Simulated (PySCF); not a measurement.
Compound: diboron tetrafluoride, B2F4.
Bonds: F1–B2, B2–F3, B2–B4, B4–F5, B4–F6.

Computed, not measured: MP2 and CCSD/aug-cc-pVDZ in PySCF, restricted Hartree–Fock reference, 6 core orbitals frozen, non-relativistic, gas phase, PBE0-D3(BJ)/def2-SVP geometry.

E(HF) = -447.40629 Eh.

(1) How large is the problem?

(2) What are the MP2 and CCSD correlation energies?

(3) What is the T1 diagnostic?

Answers

(1) 138 basis functions and 46 electrons; 6 orbitals frozen, which leaves o = 17 correlated occupied and v = 115 virtual orbitals. That is o·v = 1955 singles and o·v(o·v + 1)/2 = 1911990 distinct closed-shell doubles amplitudes before symmetry; the costliest CCSD step grows as o²v⁴ = 5.1 × 10^10.

(2) MP2 -0.9565 Eh and CCSD -0.9696 Eh, which gives totals of -448.36282 and -448.37585 Eh. That is 0.776 eV for each correlated electron at CCSD (2546 kJ/mol in all, 0.216 % of the total energy); MP2 gives 98.7 % of the CCSD value.

(3) 0.0159, below the customary warning level of 0.02. It is the norm of the spatial-orbital singles amplitudes over the root of the number of correlated electrons, so the norm is 0.093.

No triples correction and no basis-set extrapolation were made.

The job also held the EOM ionisation roots. On one thread of an Intel Xeon Platinum 8259CL at 2.50 GHz, shared host, this took 3.2 min wall and 2.4 GiB of memory at its peak.

Conformer computed: `[F:1][B:2]([F:3])[B:4]([F:5])[F:6]`: F1–B2–B4–F5 -93°.
